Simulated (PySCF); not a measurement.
Task: Give a PBE0-D3(BJ)/def2-SVP geometry of Sn(OEt)H3 (`[H][Sn]([H])([H])[O]CC`).

Result: 
```xyz
12
C2H8OSn angstrom
Sn     0.8250   -0.1010   -2.1172
O      0.7057   -0.0274   -0.1297
C     -0.5427    0.0356    0.5030
C     -0.3367    0.0609    2.0018
H     -1.1113    0.9403    0.1970
H     -1.1820   -0.8336    0.2361
H     -1.3000    0.1063    2.5334
H      0.2025   -0.8415    2.3265
H      0.2645    0.9367    2.2884
H      2.5034   -0.1713   -2.4102
H      0.0938    1.3213   -2.7400
H     -0.0068   -1.5089   -2.6382
```

Any rigid rotation of these coordinates is as good. Atoms count from 1 in this order. Sn1 (tin bonded to O and 3 H) is distorted tetrahedral (angles from 103.4° to 113.0°). The 4 heavy atoms lie in one plane (0.006 Å rms).

Bonds between heavy atoms (Å): Sn1–O2 1.992, O2–C3 1.401, C3–C4 1.513.

Computed with PBE0-D3(BJ)/def2-SVP geometry optimisation, gas phase, def2 core potentials past Kr in PySCF.

Point group: Cs (every atom within 0.08 Å of its image). Not checked by PBE0-D3(BJ)/def2-SVP frequencies. One conformer, not necessarily the lowest (Sn1–O2–C3–C4 179°).
